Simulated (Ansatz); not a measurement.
A set of 12 reactions (substitution), with CCSD(T)/CBS values in kJ/mol:

```tsv
reaction	ΔE
`[CH3][Mg][N](C)C` + `OB(O)O[SiH3]` → `COB(O)O[SiH3]` + `C[N](C)[MgH]`	102.6
`BSC#C` + H₂S → `C#CS` + `BS`	-36.7
`CB(F)O[SiH3]` + `O[Si@@H](Cl)[Si@@H](O)Cl` → `CO[Si@H](Cl)[Si@H](O)Cl` + `FBO[SiH3]`	103.7
`FC[NH][SnH3]` + `N=CF` → `F/C=N\CF` + `[NH2][SnH3]`	20.2
`[SiH3][CH2][SnH2][SH]` + H–F → `FC[SiH3]` + `[SH][SnH3]`	122.4
`O=C(O)C[SiH2]F` + H₂S → `O=C(O)CS` + `F[SiH3]`	64.4
`FC(Br)Br` + HCl → `FC(Cl)Br` + HBr	2.3
`CC(=S)CCl` + H–F → `CC(=S)CF` + HCl	25.5
`C#CCCF` + HCl → `C#CCCCl` + H–F	-29.2
`[SiH3]C#C[SiH2]Cl` + H–F → `FC#C[SiH3]` + `[SiH3]Cl`	178.6
`CCO[SiH2]P` + `CB(O)Br` → `COB(C)Br` + `CO[SiH2]P`	66.1
`BB(C)O` + `N#CCCO` → `COCCC#N` + `BBO`	90.7
```

Isolated molecules relaxed with PBE0-D4/def2-TZVP in Ansatz; ΔE leaves out vibrations. CCSD(T)/CBS adds triple-zeta CCSD(T) − MP2 to the extrapolated MP2 energy (def2 sets, frozen cores). This one scheme is used for every species. Functionals use def2-TZVPP. B3LYP here is the variant with VWN-RPA as its local correlation; programs differ in this. Elements past krypton have def2 core potentials. For Br, Mg, Sn outer-core shells are correlated without core-valence functions, which leaves a few kJ/mol of doubt a bond. Scalar relativity is left out up to krypton. Each species was taken in one conformer, which may not be the lowest.

(1) Give the mean, mean absolute and largest difference (level minus CCSD(T)/CBS, kJ/mol) for: r2SCAN-D4, B3LYP-D4, B2PLYP, PBE0, B3LYP, HF/def2-TZVPP, MP2/def2-TZVPP, CCSD/def2-TZVPP, HF/def2-QZVPP, MP2/def2-QZVPP, SCS-MP2/def2-QZVPP, HF/CBS(def2), MP2/CBS(def2), CCSD/CBS(def2). (An estimate is asked.)

The largest T1 diagnostic in the set is 0.015, for `CC(=S)CF` (customary mark 0.02).

CCSD(T)/CBS is a level of theory with its own doubt, and the functionals carry their triple-zeta basis error, so these figures describe this set and don't rank the functionals.

Results:

(1) Ansatz gave: 
```tsv
level	mean	mean absolute	largest
r2SCAN-D4	-3.8	8.8	-22.6
B3LYP-D4	-8.4	10.3	-25.9
B2PLYP	-6.1	7.8	-24.5
PBE0	-4.8	8.7	-26.3
B3LYP	-10.5	13.3	-42.0
HF/def2-TZVPP	-16.6	20.3	-59.7
MP2/def2-TZVPP	3.4	4.5	16.6
CCSD/def2-TZVPP	-4.2	5.8	-13.3
HF/def2-QZVPP	-16.6	20.2	-58.3
MP2/def2-QZVPP	4.9	6.4	17.5
SCS-MP2/def2-QZVPP	-1.1	1.9	-4.5
HF/CBS(def2)	-16.6	20.2	-58.1
MP2/CBS(def2)	6.0	7.9	18.4
CCSD/CBS(def2)	-1.6	2.3	-11.3
```
